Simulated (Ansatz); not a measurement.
Cu₅Te was relaxed with PBE-D4 (def2-SVP, def2-SVPD) in Ansatz in these states: charge -1 singlet, neutral doublet. The geometries follow in no particular order.

In the def2 sets Te takes a core potential; there is no spin–orbit coupling.

A:

```tsv
atom	x (Å)	y (Å)	z (Å)
Cu1	1.546	-0.010	0.900
Cu2	-0.209	1.180	-0.410
Cu3	-1.283	-0.429	-1.853
Cu4	1.099	-0.760	-1.272
Cu5	-0.713	-0.953	0.432
Te6	-0.440	0.973	2.203
```

B:

| atom | x (Å) | y (Å) | z (Å) |
| --- | --- | --- | --- |
| Cu1 | -0.2037 | -1.5457 | -0.8908 |
| Cu2 | -1.1253 | 0.3023 | 0.5048 |
| Cu3 | 0.7168 | 1.2088 | 1.7890 |
| Cu4 | 0.7901 | -1.0871 | 1.2171 |
| Cu5 | 0.9513 | 0.6365 | -0.5504 |
| Te6 | -1.1292 | 0.4852 | -2.0696 |

Task: Judge from the bond lengths which geometry belongs to which state (an estimate).

Result: A is the charge -1 singlet (Cu3–Cu4 2.474 Å, Cu2–Te6 2.631 Å, Cu5–Te6 2.631 Å); B is the neutral doublet (Cu3–Cu4 2.367 Å, Cu2–Te6 2.581 Å, Cu5–Te6 2.581 Å).

At PBE-D4/def2-SVPD the highest occupied level of the relaxed charge -1 singlet lies above zero (up to 0.02 eV). By energy differences its removal costs 2.01 eV (each at its own geometry, to the charge 0 doublet, at PBE-D4/def2-TZVPD), and other spins of that charge weren't run. This restricted singlet of an open-shell metal (gap down to 0.53 eV) wasn't tested against broken symmetry. These are the stationary points nearest to one start from a short search; other shapes may lie lower in each state.
